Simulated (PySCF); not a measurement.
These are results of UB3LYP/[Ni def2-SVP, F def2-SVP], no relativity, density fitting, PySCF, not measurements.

```xyz
5
charge 0 multiplicity 5, angstrom
Ni    0.0000    0.0000    0.0000
F     1.4008   -0.0001    1.0442
F    -1.4006    0.0002    1.0445
F     0.0000    1.4007   -1.0444
F    -0.0002   -1.4008   -1.0443
```

NiF₄ (quintet), along the line from Ni1 (at 0) through F2 (at 1.747 Å).

Task: Tabulate the fields along this line at -0.61, -0.44, -0.26, -0.09, 0.17, 0.35, 0.52, 0.70, 0.87, 1.05, 1.22, 1.40, 1.57, 1.83, 2.01, 2.18, 2.36, 2.53, 2.71 Å.

Result: 
| distance (Å) | electron density (e/Å³) | spin density (e/Å³) | electron localisation function | electrostatic potential (V) |
| --- | --- | --- | --- | --- |
| -0.61 | 3.08 | 0.662 | 0.477 | 47 |
| -0.44 | 13 | 2.17 | 0.736 | 115 |
| -0.26 | 38 | 6.04 | 0.426 | 400 |
| -0.09 | 752 | 5.69 | 0.78 | 2610 |
| 0.17 | 88.8 | 8.95 | 0.248 | 872 |
| 0.35 | 24.3 | 4.64 | 0.724 | 205 |
| 0.52 | 6.3 | 1.21 | 0.617 | 71 |
| 0.70 | 1.67 | 0.22 | 0.231 | 33.6 |
| 0.87 | 0.86 | -0.0191 | 0.112 | 20.3 |
| 1.05 | 1.35 | 0.0225 | 0.571 | 18.2 |
| 1.22 | 3.1 | 0.285 | 0.801 | 31.4 |
| 1.40 | 7.1 | 0.977 | 0.68 | 89.5 |
| 1.57 | 19.4 | 1.88 | 0.118 | 348 |
| 1.83 | 167 | 1.64 | 0.946 | 959 |
| 2.01 | 10.6 | 1.29 | 0.397 | 164 |
| 2.18 | 4.67 | 0.507 | 0.833 | 45.7 |
| 2.36 | 1.78 | 0.189 | 0.835 | 13.8 |
| 2.53 | 0.621 | 0.0651 | 0.734 | 4.08 |
| 2.71 | 0.224 | 0.0233 | 0.544 | 0.966 |

On a grid of 0.09 Å the density has a local minimum along the bond near 0.87 Å from Ni, at 0.86 e/Å³, where the ELF is 0.11.

With open d or f shells other occupations or spin states may lie lower.
